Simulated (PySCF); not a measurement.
These compounds are isomers of formula C4H4F4.

A. `InChI=1S/C4H4F4/c5-3-1-2-4(6,7)8/h1-2H,3H2/b2-1+`
B. SMILES F/C=C(/F)CC(F)F
C. `FC/C=C(\F)C(F)F`
D. SMILES F/C=C(\F)CC(F)F
E. SMILES FC(F)=CCC(F)F

Spectrum 1. 13C{1H} NMR (computed): δ 152.8 (C), 145.2 (CH), 119.7 (CH), 40.2 (CH2).

Spectrum 2. 13C{1H} NMR (computed): δ 164.3 (C), 122.3 (CH), 117.4 (CH), 81.4 (CH2).

Spectrum 3. 13C{1H} NMR (computed): δ 170.5 (C), 123.0 (CH), 77.8 (CH), 34.0 (CH2).

Spectrum 4. 13C{1H} NMR (computed): δ 160.2 (C), 152.1 (CH), 119.5 (CH), 37.5 (CH2).

Spectrum 5. 13C{1H} NMR (computed): δ 144.3 (CH), 132.2 (C), 125.7 (CH), 84.9 (CH2).

All values are calculated (PySCF 2.14.0 with density-fitted response routines): geometry: GFN2-xTB, shielding tensors at PBE0/pcSseg-1 (GIAO). Non-relativistic, one computed conformer, one averaged value for each set of equivalent atoms, gas phase.

Chemical shifts δ = σref − σ; 13C (σ = 186.93 ppm) vs TMS, all at this level. Splittings of carbon signals by F and P are missing where no couplings were computed. Shifts are as computed. Against solution values, carbons near 30 ppm lie about +3 ppm off and those near 130 ppm about +5 ppm. Of 1309 compounds with measured shifts, 239 miss one by over three times the rms of a fit or turn the order of signals round; such compounds aren't used in these exercises.

**Question.** Match each spectrum to its structure.

**Answer.** 1–D, 2–C, 3–E, 4–B, 5–A.

- Spectrum 1 (D): 4 13C signals; δC 152.8 is a fully substituted alkene carbon; δC 145.2 is an alkene CH.
- Spectrum 2 (C): 4 13C signals; δC 164.3 is a fully substituted alkene carbon; δC 122.3 is an alkene CH.
- Spectrum 3 (E): 4 13C signals; δC 123.0 is an sp3 CH bonded to 2 F; δC 34.0 is an allylic sp3 CH2.
- Spectrum 4 (B): 4 13C signals; δC 160.2 is a fully substituted alkene carbon; δC 152.1 is an alkene CH.
- Spectrum 5 (A): 4 13C signals; δC 144.3 is an alkene CH; δC 132.2 is a CF3 carbon.
